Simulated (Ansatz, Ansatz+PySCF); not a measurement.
A single Si atom.

UHF on triplet Si was run in several spherical basis sets with Ansatz (development build ahead of 0.2.0).

(1) Rank the basis sets by the total energy that they give, lowest first, with the distance from the lowest.
A. def2-TZVP
B. 6-31G(d)
C. cc-pVTZ
D. cc-pVDZ
E. def2-SVP

Results:

(1) C (0.00 eV), A (0.15 eV), D (0.17 eV), B (0.69 eV), E (2.81 eV).

Totals follow the description of the cores as much as that of the bonds, so this order isn't one of quality for chemistry.
